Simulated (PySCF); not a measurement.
Polarisability and C₆ of O²⁺ (oxygen, charge +2)

[He] 2s2 2p2, high-spin 3P determinant. All numbers are calculated (PySCF 2.14, scalar relativity by spin-free X2C-1e, in aug-cc-pCVTZ-DK (7s6p4d2f, 59 functions)). Coupled (time-dependent) response in atomic units; α is the mean over directions.

```csv
method,mean α (bohr³),"α xx, yy, zz",C₆ (like pair),S(−4)
UHF,1.794,"1.910, 1.736, 1.736",2.348,3.586
PBE,1.742,"1.859, 1.684, 1.684",2.337,2.772
PBE0,1.740,"1.858, 1.681, 1.681",2.320,2.846
revPBE,1.747,"1.862, 1.689, 1.689",2.348,2.777
BP86,1.735,"1.851, 1.677, 1.677",2.325,2.736
```

S(−4) is the Cauchy moment in α(ω) = α(0) + S(−4) ω² + …

α(iu) at revPBE:

```tsv
u (hartree)	α(iu) (bohr³)
0	1.747
0.0500	1.740
0.100	1.719
0.200	1.646
0.300	1.544
0.500	1.315
0.750	1.063
1.00	0.8693
1.50	0.6069
2.00	0.4444
3.00	0.2645
5.00	0.1227
```

A single London oscillator, α(iu) = α/(1 + u²/ω²), gives C₆ = (3/4) ω α². Matching the computed C₆ needs ω = 4 × 2.348 / (3 × 1.747²) = 1.03 hartree.

For an ion, C₆ is the dispersion term alone; charge-induced terms of lower order in 1/R come first.

The components differ because the open shell of this determinant is not spherical; for a pure term their mean is the scalar polarisability.
